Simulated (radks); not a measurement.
Values are calculated unless marked as measured or tabulated.
Ionisation ladder of mercury, from Hg XXIII to Hg XLIV. Each ion is in the ground configuration listed by NIST, and IE = E(next ion) - E(this ion). Level of theory: Dirac Kohn-Sham, PBE, spin-unpolarised, spherical densities, finite nucleus; open shells fill j = l - 1/2 first; Fermi nuclear charge, rms radius 5.4648 fm (a radial shooting solver on a logarithmic mesh with Libxc functionals).

species,configuration,E (hartree),"IE, Delta-SCF (eV)",-e(HOMO) (eV),HOMO,<r> HOMO (bohr),"IE, NIST (eV)",kind,error (eV)
Hg XXIII,[Kr] 4d10 4f12,-19459.2857,664.61,640.97,4f7/2,0.442,650,theory,+14.6
Hg XXIV,[Kr] 4d10 4f11,-19434.8617,712.71,688.46,4f7/2,0.435,710,theory,+2.7
Hg XXV,[Kr] 4d10 4f10,-19408.6702,762.00,737.15,4f7/2,0.428,760,theory,+2.0
Hg XXVI,[Kr] 4d10 4f9,-19380.6673,812.46,787.03,4f7/2,0.422,820,theory,-7.5
Hg XXVII,[Kr] 4d10 4f8,-19350.8101,864.07,838.07,4f7/2,0.416,880,theory,-15.9
Hg XXVIII,[Kr] 4d10 4f7,-19319.0561,916.82,890.26,4f7/2,0.410,930,theory,-13.2
Hg XXIX,[Kr] 4d10 4f6,-19285.3636,976.81,949.50,4f5/2,0.401,990,theory,-13.2
Hg XXX,[Kr] 4d10 4f5,-19249.4666,1032.2,1004.3,4f5/2,0.395,1050,theory,-17.8
Hg XXXI,[Kr] 4d10 4f4,-19211.5355,1088.6,1060.2,4f5/2,0.390,1110,theory,-21.4
Hg XXXII,[Kr] 4d10 4f3,-19171.5299,1146.1,1117.2,4f5/2,0.385,1160,theory,-13.9
Hg XXXIII,[Kr] 4d10 4f2,-19129.4101,1204.7,1175.3,4f5/2,0.380,1220,theory,-15.3
Hg XXXIV,[Kr] 4d10 4f1,-19085.1368,1264.4,1234.4,4f5/2,0.376,1280,theory,-15.6
Hg XXXV,[Kr] 4d10,-19038.6711,1550.3,1521.9,4d5/2,0.398,1549,theory,+1.3
Hg XXXVI,[Kr] 4d9,-18981.6996,1607.4,1578.7,4d5/2,0.395,1603,theory,+4.4
Hg XXXVII,[Kr] 4d8,-18922.6296,1665.1,1636.1,4d5/2,0.392,1661,theory,+4.1
Hg XXXVIII,[Kr] 4d7,-18861.4396,1723.3,1694.1,4d5/2,0.389,1723,theory,+0.3
Hg XXXIX,[Kr] 4d6,-18798.1080,1782.2,1752.7,4d5/2,0.386,1780,theory,+2.2
Hg XL,[Kr] 4d5,-18732.6138,1841.6,1811.8,4d5/2,0.384,1839,theory,+2.6
Hg XLI,[Kr] 4d4,-18664.9362,1930.9,1900.3,4d3/2,0.374,1928,theory,+2.9
Hg XLII,[Kr] 4d3,-18593.9780,1992.4,1961.5,4d3/2,0.372,1989,theory,+3.4
Hg XLIII,[Kr] 4d2,-18520.7593,2054.4,2023.3,4d3/2,0.369,2052,theory,+2.4
Hg XLIV,[Kr] 4d1,-18445.2601,2117.0,2085.6,4d3/2,0.367,2113,theory,+4.0

Reference values: NIST Atomic Spectra Database (exp. = measured, semi-emp. = semi-empirical, theory = theoretical value adopted there). The ionisation energy per charge of the ion left behind rises most, in proportion, at Hg XXXV ([Kr] 4d10), from 37.188 to 44.294 eV. Spin polarisation and multiplet splitting are left out, so open shells lie too high by an amount that depends on their filling.

Beside tabulated values, note that spin-unpolarised runs miss the spin-polarisation part of the exchange energy of open shells.
